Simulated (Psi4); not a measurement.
disilylmethane (CH₈Si₂), singlet, geometry from GFN2-xTB. Base run: CAM-B3LYP/def2-SV(P) run with Psi4.

Geometry (Å):
```xyz
11

Si     1.4695     0.6752    -0.0043
C      0.2500    -0.7734    -0.1407
Si    -1.5829    -0.3245     0.0681
H      2.8397     0.1830    -0.1852
H      1.1810     1.6690    -1.0405
H      1.3587     1.2974     1.3167
H      0.5138    -1.5249     0.6047
H      0.3845    -1.2545    -1.1105
H     -1.9825     0.6328    -0.9654
H     -1.8049     0.2612     1.3918
H     -2.4030    -1.5341    -0.0607
```
Charge 0, spin multiplicity 1.
All else is at Psi4's defaults (density fitting).
Base energy -621.64387 Eh.

Variants of this job, named by their change:

```json
[
 {"change": "base", "ΔE vs base (mEh)": "0.000", "SCF cycles": "7", "grid points": "236417", "basis functions": "66", "outcome": "converged"},
 {"change": "dft_spherical_points = 194", "ΔE vs base (mEh)": "0.050", "SCF cycles": "7", "grid points": "152530", "basis functions": "66", "outcome": "converged"},
 {"change": "scf_type = cd", "ΔE vs base (mEh)": "-", "SCF cycles": "-", "grid points": "-", "basis functions": "-", "outcome": "input refused"},
 {"change": "level_shift = 0.3", "ΔE vs base (mEh)": "0.000", "SCF cycles": "7", "grid points": "236417", "basis functions": "66", "outcome": "converged"},
 {"change": "scf_type = pk", "ΔE vs base (mEh)": "0.115", "SCF cycles": "7", "grid points": "236417", "basis functions": "66", "outcome": "converged"},
 {"change": "scf_initial_accelerator = none", "ΔE vs base (mEh)": "0.000", "SCF cycles": "7", "grid points": "236417", "basis functions": "66", "outcome": "converged"},
 {"change": "guess = core", "ΔE vs base (mEh)": "0.000", "SCF cycles": "11", "grid points": "236417", "basis functions": "66", "outcome": "converged"},
 {"change": "dft_basis_tolerance = 1e-8", "ΔE vs base (mEh)": "0.000", "SCF cycles": "7", "grid points": "234977", "basis functions": "66", "outcome": "converged"},
 {"change": "guess = sadno", "ΔE vs base (mEh)": "0.000", "SCF cycles": "8", "grid points": "236417", "basis functions": "66", "outcome": "converged"},
 {"change": "d_convergence = 1e-10", "ΔE vs base (mEh)": "0.000", "SCF cycles": "12", "grid points": "236417", "basis functions": "66", "outcome": "converged"},
 {"change": "guess = sap", "ΔE vs base (mEh)": "0.000", "SCF cycles": "8", "grid points": "236417", "basis functions": "66", "outcome": "converged"},
 {"change": "guess = huckel", "ΔE vs base (mEh)": "0.000", "SCF cycles": "8", "grid points": "236417", "basis functions": "66", "outcome": "converged"},
 {"change": "e_convergence = 1e-10", "ΔE vs base (mEh)": "0.000", "SCF cycles": "9", "grid points": "236417", "basis functions": "66", "outcome": "converged"}
]
```

- scf_type = cd: ended with `psi4.driver.p4util.exceptions.ValidationError: SCF: SCF_TYPE (CD) not supported for range-separated functionals, plese use SCF_TYPE = 'DF' to automatically select the correct JK build.`
